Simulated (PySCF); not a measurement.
Structure problem from calculated spectra and properties.

Formula: C2H4BF3S.

| Quantity | Value |
| --- | --- |
| 1H NMR | chemical shifts (computed TMS as zero) by class: 7.59 (1 H), 1.15 (3 H) ppm [GIAO PBE0/pcSseg-1] |
| 13C NMR | chemical shifts (computed TMS as zero) by class: 136.7 (1 C), 10.6 (1 C) ppm [GIAO PBE0/pcSseg-1] |
| NMR, other nuclei | isotropic shieldings of nuclei other than C and H, by class: 28 (1 B), 226 (3 F), 274 (1 S) ppm [GIAO PBE0/pcSseg-1] |
| Triplet | lowest triplet excitation (Tamm–Dancoff): 5.02 eV [TDA PBE0/def2-SVPD] |
| Rotational structure | rotational constants A, B, C: 4.404, 1.266, 1.193 GHz [PBE0-D3(BJ)/def2-SVP] |
| UV, first state | lowest singlet excitation: 6.30 eV (197 nm, f = 0.001) [TDDFT PBE0/def2-SVPD] |
| Dipole | 1.97 D [PBE0/def2-SVPD] |

The electronic properties come from PySCF, for the isolated species, density fitting. Levels stand in brackets. The structure is a single PBE0-D3(BJ)/def2-SVP conformer in the gas phase; no vibrational or solvent corrections. Each NMR value is the plain mean over a class of atoms that symmetry, rotation or inversion makes alike.

**Question.** What is the compound? Reason from the data.

**Answer.** Numbering: `[CH3:1][BH:2][S:3][C:4]([F:5])([F:6])[F:7]`. 2 carbons fall into 2 classes; from least to most shielded: CF3 carbon [C4] (136.7 ppm), sp3 carbon bound to boron [C1] (10.6 ppm). Hydrogen classes from least to most shielded: 1 H on a three-coordinate boron, B2 (7.59 ppm), 3 H on an sp3 carbon bound to boron, C1 (1.15 ppm). The other shieldings belong to: 28 ppm, three-coordinate boron [B2]; 226 ppm, fluorine of a CF3 group [F5/F6/F7]; 274 ppm, sulfur bonded to B and C [S3]. S1 is mainly HOMO−1→LUMO (weight 0.98); the largest Löwdin shares of the orbital it empties are 0.40 on the sulfur bonded to B and C, 0.24 on the three-coordinate boron, 0.17 on the B–H hydrogen and 0.07 on the sp3 carbon bound to boron, of the orbital it fills 0.47 on the three-coordinate boron, 0.23 on the sulfur bonded to B and C, 0.12 on the sp3 carbon bound to boron and 0.08 on the B–H hydrogen. The optimised geometry has point group Cs and is an asymmetric top. Structure: `CBSC(F)(F)F`. The assignments are read from this structure; whether some other isomer fits the data as well wasn't checked.

Conformer computed: `[CH3:1][BH:2][S:3][C:4]([F:5])([F:6])[F:7]`: C1–B2–S3–C4 180°, B2–S3–C4–F5 180°.
